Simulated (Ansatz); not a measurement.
Geometry optimisation, UKS BLYP-D4/6-31G* (Ansatz).

input.yaml

```yaml
crystal:
  periodic: [false, false, false]
  atoms:
    - { symbol: Si, position_ang: [0.0, 0.0, 0.0] }
    - { symbol: Cl, position_ang: [0.0, 0.0, 2.38] }
    - { symbol: H, position_ang: [1.3768, 0.0, -0.4862] }
    - { symbol: Cl, position_ang: [-1.0032, 1.7381, -0.7093] }
    - { symbol: H, position_ang: [-0.6877, -1.1914, -0.4862] }
    - { symbol: F, position_ang: [0.0, 0.0, 4.18] }
magnetization:
  spin_polarized: true
  initial_magnetization: 1
basis:
  gaussian: { orbitals: "6-31G*" }
hamiltonian:
  xc: blyp
  dispersion: d4
relax:
  f_tol: 0.15
  max_steps: 25
  restrain:
    - { distance: [1, 5], at: 1.5, k: 30.0 }
    - { distance: [0, 1], at: 3.33, k: 30.0 }
```

Command:

```bash
$ ansatz run input.yaml --threads 2 --pin off --max-ram 3072MiB --backend cpu --events-out ev --progress --plain --runs-dir out
```

Q: Where does it end, and by what steps?

A: The run converged. The restraints hold the end off the free minimum. After 6 steps the energy has risen by 0.912 eV (the restraints' own energy left out); Cl2 moved furthest, 0.65 Å. Parted: Si1–Cl2 (2.38 → 3.32 Å).

```json
{"step": "0", "energy less start (eV)": "0.0000", "largest force component (eV/Å)": "3.192", "accepted": "yes"}
{"step": "1", "energy less start (eV)": "0.6296", "largest force component (eV/Å)": "3.527", "accepted": "yes"}
{"step": "2", "energy less start (eV)": "1.3665", "largest force component (eV/Å)": "5.962", "accepted": "yes"}
{"step": "3", "energy less start (eV)": "1.0358", "largest force component (eV/Å)": "3.871", "accepted": "yes"}
{"step": "4", "energy less start (eV)": "0.9207", "largest force component (eV/Å)": "3.341", "accepted": "yes"}
{"step": "5", "energy less start (eV)": "0.8529", "largest force component (eV/Å)": "2.818", "accepted": "yes"}
{"step": "6", "energy less start (eV)": "0.9124", "largest force component (eV/Å)": "3.582", "accepted": "yes"}
```

```xyz
6
Properties=species:S:1:pos:R:3
Si 0.004 -0.007 -0.296
Cl -0.037 0.063 3.025
H 1.418 0.028 -0.784
Cl -0.992 1.719 -0.912
H -0.733 -1.214 -0.784
F 0.026 -0.044 4.630
```

Time of the run: 26 s on 2 threads of Arm Neoverse N1, on a shared host, peak memory 0.15 GiB.
